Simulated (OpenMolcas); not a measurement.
How basis sets differ on CuNH4 (Cu(NH3)H)

The species is CuNH4 (6 atoms), meant as a singlet with charge 0. SMILES: `[H][Cu]<-[NH3]`. Geometry: a GFN2-xTB relaxation, a rough one for these elements and not checked as a minimum.

Each level gives the HOMO–LUMO gap (eV). The values are calculated.

```
               level          kind     program  value (eV)
HF/ANO-RCC-MB (DKH2)  Hartree–Fock  OpenMolcas       15.38
           HF/STO-3G  Hartree–Fock  OpenMolcas        6.63
            HF/3-21G  Hartree–Fock  OpenMolcas        8.73
         HF/def2-SVP  Hartree–Fock  OpenMolcas       10.29
```

The values span 6.63 to 15.38 eV. A Hartree–Fock LUMO above zero doesn't converge with the basis: it sinks as sets grow more diffuse. Orbital gaps aren't excitation energies.
